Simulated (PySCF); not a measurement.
## `O=C1CCCC[C@H]1CCCl`: 4 charge schemes on one density

Compound: C8H13ClO.
Structure used (GFN2-xTB), in Å, numbered top down from 1:
```xyz
23
C8H13ClO angstrom
O      0.3619    1.9736    0.9471
C     -0.0755    0.8608    0.7919
C     -1.2887    0.3420    1.5252
C     -2.3630   -0.0693    0.5143
C     -1.8079   -1.1013   -0.4598
C     -0.5834   -0.5499   -1.1815
C      0.5115   -0.1413   -0.1846
C      1.7420    0.4220   -0.8993
C      2.9460    0.5306    0.0207
Cl     3.4677   -1.0834    0.5817
H     -1.6640    1.1159    2.1960
H     -0.9970   -0.5266    2.1195
H     -2.6921    0.8140   -0.0374
H     -3.2264   -0.4742    1.0454
H     -1.5352   -2.0086    0.0839
H     -2.5733   -1.3675   -1.1911
H     -0.8685    0.3225   -1.7745
H     -0.1822   -1.3021   -1.8638
H      0.8075   -1.0299    0.3836
H      1.9909   -0.2101   -1.7538
H      1.5144    1.4262   -1.2648
H      2.7108    1.1162    0.9081
H      3.7997    0.9674   -0.4967
```

Density: PBE0/pcSseg-1 (PySCF); schemes: Mulliken, IAO, Hirshfeld and ESP-fitted. One conformer (not necessarily the lowest) at the GFN2-xTB geometry, without solvent, vibrations or thermal averaging.

What partial charge does each atom carry?

In e:

```csv
atom,environment,Mulliken,IAO,Hirshfeld,ESP-fitted
O1,ketone oxygen,-0.364,-0.419,-0.223,-0.472
C2,ketone carbonyl carbon,+0.262,+0.387,+0.173,+0.415
C3,sp3 carbon next to a carbonyl,-0.174,-0.315,-0.078,-0.147
C4,ring CH2 carbon,-0.232,-0.252,-0.063,+0.013
C5,ring CH2 carbon,-0.210,-0.257,-0.068,-0.001
C6,ring CH2 carbon,-0.153,-0.251,-0.063,-0.162
C7,sp3 carbon next to a carbonyl,-0.406,-0.168,-0.040,+0.240
C8,chain CH2 carbon,-0.136,-0.257,-0.077,-0.205
C9,sp3 C–Cl carbon,-0.180,-0.233,-0.031,-0.318
Cl10,alkyl chlorine,-0.182,-0.132,-0.078,-0.165
H11,methylene hydrogen,+0.135,+0.156,+0.046,+0.052
H12,methylene hydrogen,+0.138,+0.149,+0.050,+0.048
H13,methylene hydrogen,+0.125,+0.134,+0.040,+0.026
H14,methylene hydrogen,+0.130,+0.142,+0.045,+0.012
H15,methylene hydrogen,+0.116,+0.130,+0.039,+0.015
H16,methylene hydrogen,+0.127,+0.141,+0.043,+0.013
H17,methylene hydrogen,+0.117,+0.130,+0.038,+0.036
H18,methylene hydrogen,+0.132,+0.140,+0.044,+0.045
H19,methine hydrogen,+0.153,+0.148,+0.029,-0.008
H20,methylene hydrogen,+0.128,+0.140,+0.038,+0.094
H21,methylene hydrogen,+0.136,+0.154,+0.043,+0.093
H22,methylene hydrogen,+0.179,+0.171,+0.041,+0.179
H23,methylene hydrogen,+0.160,+0.163,+0.051,+0.197
```

Mean size of the charges over all atoms: IAO 0.199 e, Mulliken 0.177 e, ESP-fitted 0.128 e, Hirshfeld 0.063 e. Each set sums to the total charge, 0, to within 0.001 e. The Hirshfeld scheme divides the density at each point in proportion to the densities of the neutral, spherically averaged free atoms.

Lowest charge. The schemes don't all agree: Mulliken C7 (-0.406); IAO O1 (-0.419); Hirshfeld O1 (-0.223); ESP-fitted O1 (-0.472).

Highest charge. All schemes agree: Mulliken C2 (+0.262); IAO C2 (+0.387); Hirshfeld C2 (+0.173); ESP-fitted C2 (+0.415).

How closely do the schemes follow one another over all atoms?

Correlation coefficient and root-mean-square difference: IAO with Hirshfeld 0.94, 0.145 e; Mulliken with IAO 0.94, 0.075 e; Mulliken with Hirshfeld 0.88, 0.129 e; Hirshfeld with ESP-fitted 0.81, 0.129 e; IAO with ESP-fitted 0.75, 0.145 e; Mulliken with ESP-fitted 0.58, 0.173 e.

How many electrons does the ESP-fitted scheme count on C3?

Z − q = 6 − (-0.147) = 6.147.

These values come from a run that also computed NMR shieldings. On an Arm Neoverse N1 with one thread, on a shared host, this took 1.7 min of wall time.
